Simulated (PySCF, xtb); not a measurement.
C2H6BeS, SMILES [S](C)[Be][CH3].

GFN2-xTB (xtb) at its own geometry gives an orbital gap of 3.78 eV and a dipole moment of 2.26 D.

Geometry optimised at r2SCAN-D4/def2-SVP. The values are those of a single conformer.

### Question
What does PBE/def2-TZVPD (PySCF) give? (An estimate is asked for; the answer gives what the named calculation found.)

### Answer
gap 4.24 eV (levels -5.78 and -1.54 eV), dipole 1.45 D.
